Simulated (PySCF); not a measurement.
thionyl fluoride cation (F2OS), SMILES O=S(F)F (connectivity only; charge and spin as stated), charge +1, multiplicity 2. Atoms are numbered in the order given.

```xyz
4

O      1.4302     0.2325     0.0000
S      0.1168    -0.2946     0.0000
F     -0.7395     0.1585    -1.1528
F     -0.7395     0.1585     1.1528
```
Charge +1, spin multiplicity 2.

Geometry optimised at PBE0-D3(BJ)/def2-TZVP. The multiplicity is an assumed one; other spin states were not compared.

All values below come from PySCF with PBE0/pcH-1.

Unrestricted Kohn–Sham, ⟨S²⟩ = 0.758. Hyperfine tensors hold the contact and dipolar terms, without spin-orbit corrections.

Computed hyperfine couplings:
```json
[
 {"nucleus": "17O no. 1", "A(iso) (MHz)": "-5.6", "A(iso) (G)": "-2.0", "dipolar principal values (MHz)": "-151.4, 74.9, 76.5"},
 {"nucleus": "33S no. 2", "A(iso) (MHz)": "412.5", "A(iso) (G)": "147.2", "dipolar principal values (MHz)": "-39.3, -30.7, 70.0"},
 {"nucleus": "19F no. 3", "A(iso) (MHz)": "165.9", "A(iso) (G)": "59.2", "dipolar principal values (MHz)": "-243.5, -229.8, 473.3"},
 {"nucleus": "19F no. 4", "A(iso) (MHz)": "165.9", "A(iso) (G)": "59.2", "dipolar principal values (MHz)": "-243.5, -229.8, 473.3"}
]
```

### Question
And the g tensor (effective nuclear charges for spin-orbit coupling, GIAO)? (An estimate is asked for; the answer gives what the named calculation found.)

### Answer
principal values 2.0006, 2.0030, 2.0081; isotropic 2.0039.
